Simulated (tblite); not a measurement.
C6H9PSe.
Cartesian coordinates in Å at the GFN2-xTB level; atoms count from 1:
```xyz
17
C6H9PSe angstrom
C      3.3632    0.7297    0.2790
C      2.0705    0.3170   -0.2029
C      0.9612   -0.0335   -0.5248
P     -0.5188   -0.5171   -1.3237
Se    -0.5865   -0.7185   -3.4106
C     -1.4475   -1.5733   -0.1604
C     -1.9345   -0.1149   -0.2299
C     -1.7902    0.7400    1.0010
H      3.2636    1.2526    1.2298
H      3.8239    1.3974   -0.4483
H      4.0037   -0.1410    0.4160
H     -0.9721   -1.8755    0.7639
H     -2.0992   -2.3281   -0.5827
H     -2.8747    0.0177   -0.7596
H     -0.7874    0.6487    1.4144
H     -1.9741    1.7875    0.7708
H     -2.5080    0.4234    1.7581
```

Computed with GFN2-xTB (tblite): harmonic, unscaled wavenumbers at the GFN2-xTB geometry, gas phase. The method is semi-empirical: single wavenumbers can be off by several per cent or more. The optimisation stopped once no atom felt more than 0.01 eV/Å.

Lowest wavenumbers of the output (negative numbers stand for imaginary wavenumbers):
```
mode    cm-1
  1     -37.1
  2      51.3
  3      75.4
  4      98.0
  5     126.6
  6     181.0
  7     204.4
  8     241.0
```

Task: Is this structure a minimum?

Result: Not by this Hessian. 1 mode is imaginary beyond 20i (37i cm⁻¹), so at this level the point lies at or near a first-order saddle. The curvature is small, so loose convergence or finite differences may be the whole cause.

Task: Which atoms move in the imaginary mode?

Result: 37i: H9 (methyl hydrogen) 33 %, H10 (methyl hydrogen) 33 %, H11 (methyl hydrogen) 33 %. These are shares of the mass-weighted motion.

Task: What is the remedy?

Result: Step along that mode in both directions, optimise again with tighter thresholds and repeat the frequencies. The zero-point energy of this point (80.7 kcal/mol) counts the 44 real modes alone, and thermal corrections from it aren't those of a minimum.

Hardware: an Arm Neoverse V1 with one thread, shared host with 64 logical CPUs at a one-minute load of 54. Cost: 0.68 s of wall time. This covers the Hessian and the dipole derivatives.
